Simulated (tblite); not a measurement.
Compound: C₇H₆NP.
Atom-mapped SMILES: `[CH3:1][c:2]1[cH:3][p:4][cH:5][c:6]([C:7]#[N:8])[cH:9]1` (hydrogens: H10, H11, H12 on C1; H13 on C3; H14 on C5; H15 on C9)

A start from a force field or distance geometry was refined with tblite 0.8.0, GFN2-xTB geometry optimisation, gas phase. Values at the start:

```json
{"coordinate": "C1–C2", "start": "1.504 Å"}
{"coordinate": "C1–H10", "start": "1.108 Å"}
{"coordinate": "C2–C3", "start": "1.389 Å"}
{"coordinate": "C2–C9", "start": "1.426 Å"}
{"coordinate": "C3–P4", "start": "1.835 Å"}
{"coordinate": "C3–H13", "start": "1.102 Å"}
{"coordinate": "P4–C5", "start": "1.843 Å"}
{"coordinate": "C5–C6", "start": "1.394 Å"}
{"coordinate": "C5–H14", "start": "1.093 Å"}
{"coordinate": "C6–C7", "start": "1.440 Å"}
{"coordinate": "C6–C9", "start": "1.404 Å"}
{"coordinate": "C7≡N8", "start": "1.164 Å"}
{"coordinate": "C9–H15", "start": "1.083 Å"}
{"coordinate": "C1–C2–C9", "start": "117.6°"}
{"coordinate": "C2–C3–P4", "start": "125.3°"}
{"coordinate": "C2–C9–C6", "start": "124.3°"}
{"coordinate": "C3–C2–C9", "start": "123.1°"}
{"coordinate": "C3–P4–C5", "start": "98.9°"}
{"coordinate": "P4–C5–C6", "start": "123.8°"}
{"coordinate": "C5–C6–C7", "start": "117.3°"}
{"coordinate": "C5–C6–C9", "start": "124.7°"}
```

How do these coordinates change at the GFN2-xTB level?

```json
{"coordinate": "P4–C5", "GFN2-xTB (Å or °)": "1.730", "change": "-0.113"}
{"coordinate": "C3–P4", "GFN2-xTB (Å or °)": "1.735", "change": "-0.100"}
{"coordinate": "C2–C9", "GFN2-xTB (Å or °)": "1.389", "change": "-0.037"}
{"coordinate": "C6–C7", "GFN2-xTB (Å or °)": "1.418", "change": "-0.022"}
{"coordinate": "C1–H10", "GFN2-xTB (Å or °)": "1.087", "change": "-0.021"}
{"coordinate": "C3–H13", "GFN2-xTB (Å or °)": "1.084", "change": "-0.018"}
{"coordinate": "C7≡N8", "GFN2-xTB (Å or °)": "1.146", "change": "-0.018"}
{"coordinate": "C5–H14", "GFN2-xTB (Å or °)": "1.083", "change": "-0.010"}
{"coordinate": "C6–C9", "GFN2-xTB (Å or °)": "1.394", "change": "-0.010"}
{"coordinate": "C5–C6", "GFN2-xTB (Å or °)": "1.389", "change": "-0.005"}
{"coordinate": "C2–C3", "GFN2-xTB (Å or °)": "1.385", "change": "-0.004"}
{"coordinate": "C1–C2", "GFN2-xTB (Å or °)": "1.500", "change": "-0.004"}
{"coordinate": "C9–H15", "GFN2-xTB (Å or °)": "1.081", "change": "-0.002"}
{"coordinate": "C2–C3–P4", "GFN2-xTB (Å or °)": "126.8", "change": "+1.5"}
{"coordinate": "C2–C9–C6", "GFN2-xTB (Å or °)": "122.9", "change": "-1.4"}
{"coordinate": "C3–C2–C9", "GFN2-xTB (Å or °)": "121.7", "change": "-1.4"}
{"coordinate": "C1–C2–C9", "GFN2-xTB (Å or °)": "118.9", "change": "+1.3"}
{"coordinate": "C3–P4–C5", "GFN2-xTB (Å or °)": "100.1", "change": "+1.2"}
{"coordinate": "C5–C6–C7", "GFN2-xTB (Å or °)": "117.9", "change": "+0.6"}
{"coordinate": "P4–C5–C6", "GFN2-xTB (Å or °)": "124.4", "change": "+0.6"}
{"coordinate": "C5–C6–C9", "GFN2-xTB (Å or °)": "124.1", "change": "-0.6"}
```

The energy falls by 37.4 kJ/mol over 29 L-BFGS steps, the largest force on an atom goes from 3.27 to 0.009 eV/Å, and the atoms move by 0.056 Å rms after alignment. The bond that changes most is P4–C5 (ends: phosphorus bonded to 2 C; aromatic CH carbon), which shortens by 0.113 Å. Bonds longer at the end by more than 0.005 Å: 0 of 15; shorter: 9. Rotational constants go from 1989, 1111, 716.3 to 2086, 1157, 747.6 MHz.

Time: 0.16 s wall. Hardware: an Arm Neoverse V2 with one thread, no GPU, shared host.

Its GFN2-xTB frequencies are all real (lowest 39 cm⁻¹).

All values are computed, not measured.
